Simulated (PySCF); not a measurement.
**Where the electron goes**

C5H10NO (charge +1).
Numbering: `[CH3:1][C:2](=[O:3])[CH:4]1[CH2:5][NH2+:6][CH2:7]1` (hydrogens: H8, H9, H10 on C1; H11 on C4; H12, H13 on C5; H14, H15 on N6; H16, H17 on C7)

Cartesian coordinates in Å at the GFN2-xTB level; atoms count from 1:
```
atom  x, y, z in Å
C1     2.4492   -0.2322    0.0797
C2     1.0181   -0.4279    0.3974
O3     0.5753   -1.2273    1.1902
C4     0.0093    0.4661   -0.3468
C5    -1.1531   -0.4167   -0.8417
N6    -1.7764   -0.2540    0.5006
C7    -1.0083    1.0096    0.6753
H8     2.6180   -0.4004   -0.9833
H9     2.7383    0.7965    0.2925
H10    3.0675   -0.9123    0.6592
H11    0.4670    1.1604   -1.0436
H12   -1.7508    0.0547   -1.6207
H13   -0.9234   -1.4471   -1.1102
H14   -1.3207   -0.9600    1.1209
H15   -2.7945   -0.2549    0.5983
H16   -0.6561    1.1861    1.6908
H17   -1.5664    1.8713    0.3114
```

Level of theory: PySCF, TDDFT CAM-B3LYP/def2-SVPD, vertical, gas phase, core orbitals frozen in the response.

Frontier orbitals with the atoms that hold most of them (Löwdin shares over 4%, at most four atoms; ? is withheld):

| orbital | ε (eV) | atoms |
| --- | --- | --- |
| LUMO+2 | -2.68 | C4 12%, H11 11%, C7 10%, C5 10% |
| LUMO+1 | -3.37 | H15 28%, N6 13%, C5 11%, C7 11% |
| LUMO | ? | ? |
| HOMO | -13.62 | ? |
| HOMO-1 | -16.03 | O3 42%, C2 14%, C1 12%, C4 7% |
| HOMO-2 | -16.41 | C1 35%, H10 19%, C4 8%, O3 7% |
| HOMO-3 | -16.61 | C4 18%, C5 18%, C7 18%, C1 12% |

(1) Give the leading atoms of the LUMO.

(2) Which atoms hold the HOMO, and with what shares?

(3) What is the LUMO energy, and the HOMO–LUMO gap?

## Answers

(1) C2 (bonded to 2 C and O) 39%; O3 (bonded to C) 29%; C1 (bonded to C and 3 H) 8%; C4 (bonded to 3 C and H) 6%. By element: carbon 53% or more, oxygen 29%.

(2) O3 (bonded to C) 54%; C2 (bonded to 2 C and O) 12%; C4 (bonded to 3 C and H) 12%; C1 (bonded to C and 3 H) 10%. By element: oxygen 54%, carbon 34% or more.

(3) ε(LUMO) = -4.11 eV; the gap is 9.51 eV (0.3496 hartree).

Problem. How does S1 compare with the orbital gap of 9.51 eV?

Solution. S1 is at 4.61 eV (f = 0.0000), 4.91 eV below the gap, made of HOMO→LUMO (97%). Without the coupling terms of the response equations the lowest excitation would equal the gap.

Problem. One configuration dominates each of S1, S2, S4 and S7. Which, and how do the shares of the two leading atoms of either orbital change from the occupied to the empty one?

Solution. 
- S1 (4.61 eV, f 0.0000), HOMO→LUMO (97%): O3 54% → 29%, C2 12% → 39%
- S2 (7.52 eV, f 0.012), HOMO→LUMO+1 (85%): O3 54% → at most 11%, C2 12% → at most 11%, H15 at most 10% → 28%, N6 at most 10% → 13%
- S4 (8.17 eV, f 0.0029), HOMO-2→LUMO (90%): C1 35% → 8%, H10 19% → at most 6%, C2 at most 8% → 39%, O3 7% → 29%
- S7 (8.58 eV, f 0.086), HOMO-1→LUMO (87%): O3 42% → 29%, C2 14% → 39%

Hardware: Arm Neoverse V1, one thread, no GPU (shared host). Cost: 44 s wall, 1.0 GiB resident at most.

One conformer stands for the species.
